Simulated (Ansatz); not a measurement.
Ga9P9H24, a nanocrystal cut from wurtzite GaP (hydrogen-capped). Charge 0, multiplicity 1. Geometry r2SCAN-D4/def2-SVP.

```
atom   x (Å)   y (Å)   z (Å)
 Ga1  -3.021   3.664  -0.558
  P2  -4.100   1.713   0.458
  P3  -0.842   2.686  -0.773
 Ga4   0.172   2.256   1.325
 Ga5  -2.927  -0.325   0.900
  P6  -1.037   0.351   2.169
  P7   2.360   1.422   0.963
 Ga8   3.557   1.068   3.011
 Ga9   0.260  -1.584   2.628
 P10   2.147  -0.756   3.843
Ga11  -0.801   0.899  -2.329
 P12  -1.929  -0.891  -1.178
 P13   1.427   0.120  -2.544
Ga14   2.536  -0.419  -0.520
Ga15  -0.670  -2.880  -0.863
 P16   1.127  -2.099   0.479
Ga17   1.641  -1.608  -4.193
 P18   0.324  -3.294  -2.999
 H19  -3.015   4.763   0.553
 H20  -3.685   3.822  -1.964
 H21  -4.735   2.072   1.678
 H22  -5.262   1.347  -0.273
 H23  -0.024   3.690  -1.364
 H24   0.095   3.446   2.334
 H25  -3.807  -1.438   1.548
 H26  -1.567   0.740   3.430
 H27   3.038   2.480   0.296
 H28   3.317   2.261   3.992
 H29   4.950   0.420   2.721
 H30  -0.497  -2.746   3.343
 H31   1.675  -0.464   5.151
 H32   2.938  -1.891   4.162
 H33  -1.508   1.210  -3.687
 H34  -3.016  -1.278  -2.009
 H35   2.146   1.236  -3.056
 H36   3.989  -0.961  -0.705
 H37  -1.463  -4.092  -0.284
 H38   1.950  -3.240   0.683
 H39   0.806  -1.250  -5.466
 H40   3.103  -2.160  -4.214
 H41  -0.719  -3.791  -3.827
 H42   1.063  -4.499  -2.862
```

Single mean-field runs in def2-SVP, def2-TZVP are fitted with def2-universal-jkfit.

Task: Estimate the orbital energies around the gap (eV) in Ansatz with HF/STO-3G, PBE-D4/def2-SVP, revPBE-D4/def2-TZVP, PBE0-D4/def2-TZVP, r2SCAN0-D4/def2-TZVP.

Result: 
| orbital | HF/STO-3G | PBE-D4/def2-SVP | revPBE-D4/def2-TZVP | PBE0-D4/def2-TZVP | r2SCAN0-D4/def2-TZVP |
| --- | --- | --- | --- | --- | --- |
| HOMO−5 | -6.29 | -6.64 | -6.62 | -7.71 | -7.88 |
| HOMO−4 | -6.22 | -6.64 | -6.62 | -7.71 | -7.88 |
| HOMO−3 | -6.22 | -6.53 | -6.53 | -7.63 | -7.80 |
| HOMO−2 | -6.02 | -6.40 | -6.40 | -7.49 | -7.66 |
| HOMO−1 | -5.88 | -5.97 | -5.96 | -6.99 | -7.15 |
| HOMO | -5.88 | -5.97 | -5.96 | -6.99 | -7.15 |
| LUMO | 7.02 | -1.87 | -1.99 | -1.37 | -1.31 |
| LUMO+1 | 7.49 | -1.77 | -1.89 | -1.25 | -1.20 |
| LUMO+2 | 7.49 | -1.77 | -1.89 | -1.25 | -1.20 |
| LUMO+3 | 7.83 | -1.53 | -1.63 | -0.96 | -0.85 |
| LUMO+4 | 8.12 | -1.32 | -1.42 | -0.79 | -0.70 |
| LUMO+5 | 8.23 | -1.32 | -1.42 | -0.79 | -0.70 |
